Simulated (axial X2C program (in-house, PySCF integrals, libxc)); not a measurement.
**Worked dissociation energy of IF⁻: CCSD, without spin–orbit coupling**

Computed with an in-house relativistic program for diatomic molecules. Spin-free means the one-electron spin-free X2C Hamiltonian. Basis: I dyall-acv3z [12s13p9d5f1g], F dyall-av3z [7s6p3d2f] (cores contracted in-house); Gaussian nuclei, density fitting, unrestricted open shells. Masses: I 126.904 u, F 18.998 u.

Molecular state: M_S = 1/2, Λ = 0 (beyond evenly filled blocks: σα).

Correlated methods: 15 electrons correlated (number of frozen shells: I 4 s, 3 p, 2 d; F 1 s), 275 virtual spin orbitals or spinors in MP2, 89 natural virtuals in coupled cluster.

| Quantity | Value |
| --- | --- |
| E(I) (2M_S = 1, M_L = 0) | -7112.896075 hartree |
| E(F-) (2M_S = 0, M_L = 0) | -99.841205 hartree |
| E(IF⁻) at Re | -7212.795528 hartree |
| ωe | 303.6 cm⁻¹ |
| ωexe | 1.84 cm⁻¹ |

(1) Work out De and D0.

One determinant describes the state; a PBE0 search over occupations chose it and may have missed a lower one. De is counted from the lowest determinant-based energies of the atoms at the same level, without counterpoise correction. CCSD ran in a truncated set of natural virtual spinors with an MP2 remainder; without triples it tends to underbind. Spin-free De lacks the spin–orbit lowering of the heavy p-block atom, a tenth of an eV or more for 4p and 5p, up to an eV for 6p and one to two eV for 7p atoms, less what an open-shell molecule gains itself.

Each atomic determinant is the lowest at this level and need not be a pure term. Totals compare only within one Hamiltonian and basis.

## Answers

(1) De = -7112.896075 + (-99.841205) − (-7212.795528) = 0.05825 hartree = 1.585 eV. The zero-point energy is ωe/2 − ωexe/4 = 151 cm⁻¹ = 0.019 eV, so D0 = 1.566 eV.
